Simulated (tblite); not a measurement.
Species: C4H3Cl2FO2.
Z-matrix (Å and degrees, GFN2-xTB geometry), rows numbered from 1:
```
C 
C   1  1.3293
C   2  1.4934  1  122.53
O   3  1.1998  2  124.87  1   179.58
O   3  1.3354  2  112.21  1    -0.40
C   2  1.4994  1  122.18  3  -179.71
F   6  1.3513  2  111.26  1    -0.75
Cl  6  1.7827  2  110.38  1   118.27
Cl  6  1.7816  2  110.75  1  -119.93
H   1  1.0767  2  121.59  3   179.80
H   1  1.0759  2  120.41  3    -0.14
H   5  0.9709  3  109.77  2   179.85
```

All values are computed: GFN2-xTB (tblite) harmonic vibrations without scaling, gas phase. Errors from tens to a few hundred cm⁻¹ against measured bands are possible. One conformer, not necessarily the lowest.

Harmonic wavenumbers (cm⁻¹): 35.2, 58.4, 133.8, 136.1, 215.7, 299.2, 328.0, 330.8, 364.2, 395.5, 461.4, 560.8, 592.3, 627.2, 627.4, 764.1, 769.4, 843.0, 936.2, 940.2, 1030.8, 1132.7, 1188.4, 1272.7, 1374.6, 1667.7, 1780.2, 3113.0, 3152.0, 3442.2.

A = 1561, B = 952.9, C = 907.5 MHz; mass 171.949 u (most abundant isotopes); point group Cs, symmetry number 1.

**Question.** What is the zero-point energy?

**Answer.** Half the sum of the wavenumbers: 14287 cm⁻¹ = 40.85 kcal/mol.

**Question.** Entropy at 200 K, 1 bar (ideal gas, RRHO, classical rotation)?

**Answer.** Translation 39.38, rotation 28.67, vibration 18.28: S = 86.3 cal/(mol K).

**Question.** And Cp and H(200 K) − H(0)?

**Answer.** Cp = 27.22 cal/(mol K), of which vibrations give 19.28 (their classical limit is 30 R = 59.6); H(200 K) − H(0) = 3.53 kcal/mol without the zero-point energy, 1.94 from vibrations.

**Question.** Blend soft modes into free rotors: weight 1/[1 + (100 cm⁻¹/ν̃)⁴] for the oscillator and the rest for a rotor with moment μB/(μ + B), μ = h/(8π²ν), B = 10⁻⁴⁴ kg m². What vibrational entropy results?

**Answer.** 16.48 cal/(mol K) in place of 18.28, which changes −T·S at 200 K by +0.36 kcal/mol.

**Question.** Which modes carry the vibrational entropy at 200 K?

**Answer.** 35.2 cm⁻¹: 4.72; 58.4 cm⁻¹: 3.73; 133.8 cm⁻¹: 2.14; 136.1 cm⁻¹: 2.11; 215.7 cm⁻¹: 1.30; 299.2 cm⁻¹: 0.81 cal/(mol K); the other 24 give 3.48 together.

**Question.** How do the functions run with temperature in this model?

**Answer.** 
```
 T (K)  S (cal/(mol K))  Cp (cal/(mol K))  H − H(0) (kcal/mol)  G − H(0) (kcal/mol)  ln q(vib)
   150             79.2              22.6                 2.28                -9.59       3.10
   250             92.9              31.4                 5.00               -18.22       5.53
298.15             98.7              35.0                 6.60               -22.83       6.69
   400            109.9              41.2                10.49               -33.46       9.09
   600            128.3              49.3                19.62               -57.35      13.47
   900            149.7              55.8                35.49               -99.19      19.21
```

q(vib) and H(0) count from the zero-point level.

**Question.** What must be added to the electronic energy to get the Gibbs energy at 200 K and 1 bar?

**Answer.** ZPE + [H(200 K) − H(0)] − T·S = 40.85 + 3.53 − 17.26 = 27.12 kcal/mol.

Hindered rotation and anharmonicity are outside this model. Other conformers, if any are populated, would add a mixing term that is left out.

Hardware: an Arm Neoverse V1 with one thread (shared host). This covers the Hessian and the dipole derivatives.
